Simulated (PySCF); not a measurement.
Isomers of C5H4Cl2O2S2, mass 229.903 u with the commonest isotopes. Computed with PBE0/pcSseg-1 in PySCF (dipole) on a GFN2-xTB geometry, gas phase. One conformer each, none proved a minimum here; rigid rotors.

Question: Order these by out-of-plane moment Σ m c² = (Ia + Ib − Ic)/2, smallest first.
A. `[CH3:1][c:2]1[s:3][c:4]([S:5](=[O:6])(=[O:7])[Cl:8])[cH:9][c:10]1[Cl:11]` with S3–C4–S5–O6 160°
B. `[CH3:1][c:2]1[cH:3][c:4]([Cl:5])[s:6][c:7]1[S:8](=[O:9])(=[O:10])[Cl:11]` with S6–C7–S8–O9 -143°
C. `[CH3:1][c:2]1[cH:3][c:4]([S:5](=[O:6])(=[O:7])[Cl:8])[s:9][c:10]1[Cl:11]` with C3–C4–S5–O6 157°

Answer: B (116.99 u·Å²), A (122.43 u·Å²), C (123.98 u·Å²).

Question: Order these by rotational constant A, smallest first.
A. `[CH3:1][c:2]1[cH:3][c:4]([S:5](=[O:6])(=[O:7])[Cl:8])[s:9][c:10]1[Cl:11]` with C3–C4–S5–O6 157°
B. `[CH3:1][c:2]1[s:3][c:4]([S:5](=[O:6])(=[O:7])[Cl:8])[cH:9][c:10]1[Cl:11]` with S3–C4–S5–O6 160°
C. `[CH3:1][c:2]1[cH:3][c:4]([Cl:5])[s:6][c:7]1[S:8](=[O:9])(=[O:10])[Cl:11]` with S6–C7–S8–O9 -143°

Answer: B (1253 MHz), C (1336 MHz), A (1365 MHz).

Question: Order these by rotational constant B, smallest first.
A. `[CH3:1][c:2]1[cH:3][c:4]([S:5](=[O:6])(=[O:7])[Cl:8])[s:9][c:10]1[Cl:11]` with C3–C4–S5–O6 157°
B. `[CH3:1][c:2]1[s:3][c:4]([S:5](=[O:6])(=[O:7])[Cl:8])[cH:9][c:10]1[Cl:11]` with S3–C4–S5–O6 160°
C. `[CH3:1][c:2]1[cH:3][c:4]([Cl:5])[s:6][c:7]1[S:8](=[O:9])(=[O:10])[Cl:11]` with S6–C7–S8–O9 -143°

Answer: A (368.8 MHz), B (379.7 MHz), C (395.0 MHz).

| SMILES | point group | Ia (u·Å²) | Ib (u·Å²) | Ic (u·Å²) | κ | μa (D) | μb (D) | μc (D) |
| --- | --- | --- | --- | --- | --- | --- | --- | --- |
| Cc1cc(S(=O)(=O)Cl)sc1Cl | C1 | 370.33 | 1370.28 | 1492.66 | -0.94 | 4.30 | 1.77 | 1.25 |
| Cc1sc(S(=O)(=O)Cl)cc1Cl | C1 | 403.49 | 1330.95 | 1489.58 | -0.91 | 4.42 | 1.42 | 1.37 |
| Cc1cc(Cl)sc1S(=O)(=O)Cl | C1 | 378.34 | 1279.51 | 1423.87 | -0.92 | 3.16 | 2.87 | 1.06 |
